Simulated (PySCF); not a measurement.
NbCl4 (doublet state).
SMILES: `[Cl][Nb]([Cl])([Cl])[Cl]`

Method: PBE0-D3(BJ)/def2-SVP geometry optimisation, gas phase, def2 core potentials past Kr in PySCF 2.14.0.

Take the most abundant isotopes and a rigid rotor. 

Give the principal moments of inertia and the rotational constants in MHz.

Ia = 453.73, Ib = 454.86, Ic = 539.55 u·Å²; 505379 MHz·u·Å²/I gives A = 1114, B = 1111, C = 936.7 MHz.

What kind of rotor is it?

An oblate symmetric top, as the point group D2d requires two equal moments; the computed ones differ by 0.25 % because the geometry is symmetric only within the optimiser's tolerance: κ = (2 × 1111 − 1114 − 936.7)/(1114 − 936.7) = 0.97.

Is it planar, by Δ = Ic − Ia − Ib?

Not planar: Δ = Ic − Ia − Ib = -369.03 u·Å². For a rigid frame Δ = −2 Σ m c², so Σ m c² = 184.52 u·Å² lies off the ab plane. The atom farthest from that plane is 1.18 Å away.

Give the other two planar moments, Paa and Pbb, and the rms extents of the mass along the axes.

Paa = Σ m a² = (Ib + Ic − Ia)/2 = 270.34 and Pbb = Σ m b² = (Ia + Ic − Ib)/2 = 269.21 u·Å². With the mass M = 232.78 u, the rms extents √(P/M) along a, b and c are 1.08, 1.08, 0.89 Å.

The point group D2d allows no dipole (computed: 0.02 D), so a rigid rotor has no electric-dipole lines.

Estimate the classical rotational partition function at 25 K, 50 K and 200 K.

Point group D2d, symmetry number σ = 4; q = (√π/σ)·√((kT/h)³/(ABC)), k/h = 20836.6 MHz/K: 4890 at 25 K, 13800 at 50 K, 111000 at 200 K.

For this open shell read J as N, the rotation without spin; fine and hyperfine splittings come on top. Stationary, but not proved a minimum. ⟨S²⟩ = 0.754 (exact for a doublet: 0.75). No vibrational averaging or centrifugal distortion is included, and the geometry carries the error of its method.

Hardware: x86-64 server, one thread, no GPU, on a shared host. Cost: 73 s. This is the geometry optimisation.

Neither the SCF state along the optimisation nor the shape of the open-shell metal species was proved the lowest: other solutions of the same spin, or a structure of lower symmetry, can lie below.
